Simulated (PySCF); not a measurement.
GeI₄, SMILES [I][Ge]([I])([I])[I]. Atoms are numbered in the order given.

```xyz
5

I     -1.4281    -1.4281     1.4281
Ge     0.0000     0.0000     0.0000
I      1.4281    -1.4281    -1.4281
I      1.4281     1.4281     1.4281
I     -1.4281     1.4281    -1.4281
```

The structure is a stationary point at ωB97X-D3(BJ)/def2-SVP. The isomer is the one that the SMILES or the coordinates give; other isomers of the formula were not compared. The def2 effective core potentials stand for the cores of I; spin–orbit coupling is left out.

Computed with TDA-ωB97X/def2-SVPD run with PySCF.

Vertical excitations; the highest root listed may be one member of a degenerate set. Isolated molecule, no solvent. State labels are in the subgroup D2.

| state | symmetry | energy (eV) | λ (nm) | f | main pairs |
|---|---|---|---|---|---|
| S1 | B2 | 3.99 | 310 | 0.000 | HOMO−1→LUMO (degenerate set) |
| S2 | B1 | 3.99 | 310 | 0.000 | HOMO−2→LUMO (degenerate set) |
| S3 | B3 | 3.99 | 310 | 0.000 | HOMO→LUMO (degenerate set) |
| S4 | B2 | 4.60 | 269 | 0.058 | HOMO−4→LUMO (degenerate set) |
| S5 | B1 | 4.60 | 269 | 0.058 | HOMO−5→LUMO (degenerate set) |
| S6 | B3 | 4.60 | 269 | 0.058 | HOMO−3→LUMO (degenerate set) |
| S7 | A | 4.80 | 258 | 0.000 | HOMO−6→LUMO (degenerate set) |
| S8 | A | 4.80 | 258 | 0.000 | HOMO−7→LUMO (degenerate set) |
| S9 | B2 | 6.34 | 195 | 0.000 | HOMO−2→LUMO+3, HOMO→LUMO+1, HOMO−9→LUMO, HOMO−4→LUMO (degenerate set) |
| S10 | B1 | 6.34 | 195 | 0.000 | HOMO→LUMO+2, HOMO−1→LUMO+3, HOMO−10→LUMO, HOMO−5→LUMO (degenerate set) |
| T1 | B1 | 3.60 | 345 | 0 | HOMO−2→LUMO (degenerate set) |
| T2 | B2 | 3.60 | 345 | 0 | HOMO−1→LUMO (degenerate set) |
| T3 | B3 | 3.60 | 345 | 0 | HOMO→LUMO (degenerate set) |
| T4 | B3 | 3.99 | 311 | 0 | HOMO−3→LUMO 86 % |
Triplets are in the Tamm–Dancoff approximation.
